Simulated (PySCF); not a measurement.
C4H8O2, SMILES C[C@]1([C@@H](O)C1)O. Atoms are numbered in the order given.

```xyz
14

C      1.3237    -0.9357     0.4020
C      0.4196     0.0119    -0.3499
O      0.6512     0.0857    -1.7287
C      0.0113     1.3190     0.2644
C     -0.9989     0.2050     0.1015
O     -1.4279    -0.5079     1.2187
H      1.0584    -0.9665     1.4669
H      1.2212    -1.9594     0.0030
H      2.3741    -0.6241     0.2925
H      0.4452    -0.7804    -2.1011
H      0.3648     1.5278     1.2789
H     -0.0612     2.1792    -0.4066
H     -1.7366     0.3236    -0.7052
H     -1.9871     0.0757     1.7439
```

The structure is a stationary point at ωB97X-D3(BJ)/def2-SVP. The structure was generated by enumeration; whether it is a known compound was not checked. The values are those of a single conformer.

Vertical ionisation energy (IE) and electron affinity (EA) in eV. Rows of orbital energies are one-electron estimates. Where ΔSCF, EOM or ADC give a negative EA the extra electron is unbound and the value depends on the basis.

```json
[
 {"level": "−ε(HOMO), −ε(LUMO), ωB97X/def2-TZVP (PySCF)", "IE": "9.65", "EA": "-3.11"},
 {"level": "−ε(HOMO), −ε(LUMO), PBE/def2-TZVP (PySCF)", "IE": "5.79", "EA": "-0.17"}
]
```
